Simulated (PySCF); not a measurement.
CaF2 (SMILES [F][Ca][F]), singlet, at a GFN2-xTB geometry (such geometries of metal compounds can be far from the true shape); HF/STO-3G (PySCF).

The PySCF input:
```python
from pyscf import gto, scf

mol = gto.M(
    atom='''
Ca    0.48463727   -0.07969732   -0.18176975
F    -0.72534756    1.23563849   -0.79918929
F    -0.35162414   -1.05853334    1.20312207
''',
    basis='sto-3g',
    verbose=4,
    symmetry=True,
)

mf = scf.RHF(mol)
mf.kernel()
mf.analyze()
```

The log (banner, timings and long lists left out):

```
PySCF version 2.14.0

[INPUT] verbose = 4
[INPUT] num. atoms = 3
[INPUT] num. electrons = 38
[INPUT] charge = 0
[INPUT] spin (= nelec alpha-beta = 2S) = 0
[INPUT] symmetry True subgroup None
[INPUT] Mole.unit = angstrom
[INPUT] Symbol           X                Y                Z      unit          X                Y                Z       unit  Magmom
[INPUT]  1 Ca     0.484637270000  -0.079697320000  -0.181769750000 AA    0.915831710057  -0.150606107662  -0.343495045231 Bohr   0.0
[INPUT]  2 F     -0.725347560000   1.235638490000  -0.799189290000 AA   -1.370708233522   2.335018335071  -1.510248879786 Bohr   0.0
[INPUT]  3 F     -0.351624140000  -1.058533340000   1.203122070000 AA   -0.664473323386  -2.000338106321   2.273571206720 Bohr   0.0

nuclear repulsion = 114.720898336515
point group symmetry = C2v
symmetry origin: [ 4.97296347e-09 -2.48648176e-09  9.94592572e-10]
symmetry axis x: [0.35887019 0.64625547 0.67347313]
symmetry axis y: [ 0.12181647 -0.74779344  0.65266049]
symmetry axis z: [ 0.9254042  -0.15218027 -0.34708534]
num. orbitals of irrep A1 = 11
num. orbitals of irrep A2 = 1
num. orbitals of irrep B1 = 4
num. orbitals of irrep B2 = 7
number of shells = 13
number of NR pGTOs = 69
number of NR cGTOs = 23
basis = sto-3g
ecp = {}

******** <class 'pyscf.scf.hf_symm.SymAdaptedRHF'> ********
method = SymAdaptedRHF
initial guess = minao
damping factor = 0
level_shift factor = 0
DIIS = <class 'pyscf.scf.diis.CDIIS'>
diis_start_cycle = 1
diis_space = 8
diis_damp = 0
SCF conv_tol = 1e-09
SCF conv_tol_grad = None
SCF max_cycles = 50
direct_scf = True
direct_scf_tol = 1e-13
Freeze 0 electrons in irreps []
    38 free electrons in irreps A1 A2 B1 B2
Set gradient conv threshold to 3.16228e-05
Initial guess from minao.
init E= -865.180487605197
HOMO (B2) = -0.625326644982763  LUMO (A1) = -0.132419215559009  gap/eV = 13.41269
cycle= 1 E= -865.692619594027  delta_E= -0.512  |g|= 0.374  |ddm|= 2.75
HOMO (B2) = -0.0711974119089886  LUMO (A1) = 0.0992767204440403  gap/eV = 4.63884
cycle= 2 E= -865.818031262206  delta_E= -0.125  |g|= 0.211  |ddm|= 1.71
HOMO (B2) = -0.240568464873736  LUMO (A1) = 0.107808357051134  gap/eV = 9.47982
cycle= 3 E= -865.84134922694  delta_E= -0.0233  |g|= 0.027  |ddm|= 0.454
HOMO (B2) = -0.255713086251835  LUMO (A1) = 0.117655381978775  gap/eV = 10.15987
cycle= 4 E= -865.84223033393  delta_E= -0.000881  |g|= 0.0108  |ddm|= 0.11
HOMO (B2) = -0.251580674864251  LUMO (A1) = 0.116914860335728  gap/eV = 10.02727
cycle= 5 E= -865.84238868948  delta_E= -0.000158  |g|= 0.0029  |ddm|= 0.0483
HOMO (B2) = -0.251399176237418  LUMO (A1) = 0.117530321133827  gap/eV = 10.03908
cycle= 6 E= -865.842408381338  delta_E= -1.97e-05  |g|= 0.000627  |ddm|= 0.0211
HOMO (B2) = -0.251695134812405  LUMO (A1) = 0.117700376990525  gap/eV = 10.05176
cycle= 7 E= -865.842409283289  delta_E= -9.02e-07  |g|= 9.82e-05  |ddm|= 0.00466
HOMO (B2) = -0.251735558805003  LUMO (A1) = 0.117734433436966  gap/eV = 10.05379
cycle= 8 E= -865.842409299492  delta_E= -1.62e-08  |g|= 1.7e-05  |ddm|= 0.000646
HOMO (B2) = -0.251727777424401  LUMO (A1) = 0.11773244203153  gap/eV = 10.05352
cycle= 9 E= -865.842409299934  delta_E= -4.41e-10  |g|= 4.12e-06  |ddm|= 8.41e-05
HOMO (B2) = -0.251726254911729  LUMO (A1) = 0.117731792271144  gap/eV = 10.05347
Extra cycle  E= -865.842409299958  delta_E= -2.43e-11  |g|= 2.39e-06  |ddm|= 1.48e-05
converged SCF energy = -865.842409299958
**** SCF Summaries ****
Total Energy =                        -865.842409299958035
Nuclear Repulsion Energy =             114.720898336515248
One-electron Energy =                -1431.325011567478214
Two-electron Energy =                  450.761703931004945
Two-electron Coulomb Energy =          507.108440944754079
DFT Exchange-Correlation Energy =      -56.346737013749134
HOMO-LUMO gap [eV] =                    10.053465540088517
Wave-function symmetry = A1
occupancy for each irrep:     A1   A2   B1   B2
                               9    1    3    6
**** MO energy ****
MO #1 (A1 #1), energy= -147.485217645143 occ= 2
MO #2 (A1 #2), energy= -25.6196146159092 occ= 2
MO #3 (B2 #1), energy= -25.6195151194309 occ= 2
MO #4 (A1 #3), energy= -16.3521976413816 occ= 2
MO #5 (B1 #1), energy= -13.2768385307703 occ= 2
MO #6 (A1 #4), energy= -13.2764008082586 occ= 2
MO #7 (B2 #2), energy= -13.2756674949631 occ= 2
MO #8 (A1 #5), energy= -2.11624876869446 occ= 2
MO #9 (B2 #3), energy= -1.33053751026391 occ= 2
MO #10 (A1 #6), energy= -1.30824565415959 occ= 2
MO #11 (B1 #2), energy= -1.23202246067276 occ= 2
MO #12 (A1 #7), energy= -1.17725661420451 occ= 2
MO #13 (B2 #4), energy= -1.1546244651781 occ= 2
MO #14 (A1 #8), energy= -0.306035091009118 occ= 2
MO #15 (B1 #3), energy= -0.301633319647253 occ= 2
MO #16 (B2 #5), energy= -0.281975336978781 occ= 2
MO #17 (A2 #1), energy= -0.269654826352628 occ= 2
MO #18 (A1 #9), energy= -0.265393175486363 occ= 2
MO #19 (B2 #6), energy= -0.251726254911729 occ= 2
MO #20 (A1 #10), energy= 0.117731792271144 occ= 0
MO #21 (B1 #4), energy= 0.260776155570729 occ= 0
MO #22 (B2 #7), energy= 0.391160017947066 occ= 0
MO #23 (A1 #11), energy= 0.405091670382929 occ= 0
 ** Mulliken pop on meta-lowdin orthogonal AOs  **
 ** Mulliken pop  **
pop of  0 Ca 1s           2.00000
pop of  0 Ca 2s           1.99997
pop of  0 Ca 3s           1.99976
pop of  0 Ca 4s           0.47547
pop of  0 Ca 2px          1.99999
pop of  0 Ca 2py          1.99999
pop of  0 Ca 2pz          1.99999
pop of  0 Ca 3px          1.99760
pop of  0 Ca 3py          1.99964
pop of  0 Ca 3pz          1.99936
pop of  0 Ca 4px          0.12512
pop of  0 Ca 4py          0.14879
pop of  0 Ca 4pz          0.14837
pop of  1 F 1s            1.99996
pop of  1 F 2s            1.95666
pop of  1 F 2px           1.77097
pop of  1 F 2py           1.89555
pop of  1 F 2pz           1.92984
pop of  2 F 1s            1.99996
pop of  2 F 2s            1.95666
pop of  2 F 2px           1.80329
pop of  2 F 2py           1.92817
pop of  2 F 2pz           1.86490
 ** Mulliken atomic charges  **
charge of    0Ca =      1.10596
charge of    1F =     -0.55298
charge of    2F =     -0.55298
Dipole moment(X, Y, Z, Debye):  4.73265, -0.77827, -1.77504
```
